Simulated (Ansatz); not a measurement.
`F[SiH2]OC[SiH3]`, relaxed with RKS PBE-D4/def2-SVP in Ansatz 0.2.0 from a rough embedded geometry. The force threshold is 0.03 eV/Å; the program also tests the step.

Total charge 0; spin multiplicity 1.

Start:

```xyz
12

F     0.654   -2.291   -0.696
Si   -0.563   -1.486   -1.251
O    -1.099   -0.582    0.017
C    -0.227    0.059    0.961
Si    0.662    1.634    0.593
H    -1.618   -2.406   -1.728
H    -0.151   -0.564   -2.355
H    -0.790    0.198    1.867
H     0.526   -0.770    1.207
H     1.488    1.480   -0.638
H    -0.365    2.674    0.315
H     1.485    2.054    1.708
```

```csv
step,energy (eV),largest force (eV/Å),largest move (Å)
1,-21647.6988,2.938,0.000
2,-21648.0384,1.406,0.151
3,-21648.1076,0.217,0.080
4,-21648.1160,0.135,0.082
5,-21648.1219,0.366,0.195
6,-21648.1262,0.149,0.018
7,-21648.1289,0.054,0.077
8,-21648.1303,0.056,0.115
9,-21648.1310,0.069,0.052
10,-21648.1319,0.052,0.033
11,-21648.1335,0.142,0.141
12,-21648.1343,0.069,0.035
13,-21648.1351,0.032,0.055
14,-21648.1354,0.026,0.051
15,-21648.1356,0.045,0.057
16,-21648.1358,0.039,0.027
17,-21648.1359,0.017,0.026
18,-21648.1361,0.013,0.034
19,-21648.1361,0.019,0.036
```

End:

```xyz
12

F     0.001   -2.977   -0.670
Si   -0.516   -1.531   -1.241
O    -0.960   -0.544    0.026
C    -0.047   -0.022    1.001
Si    0.485    1.761    0.547
H    -1.756   -1.733   -2.046
H     0.638   -0.958   -2.011
H    -0.564   -0.011    1.985
H     0.847   -0.675    1.134
H     1.186    1.755   -0.784
H    -0.731    2.639    0.457
H     1.416    2.296    1.602
```

Hardware: 4 threads of an Arm Neoverse V1 on a shared host. Wall time 26 s, peak host memory 0.16 GiB.
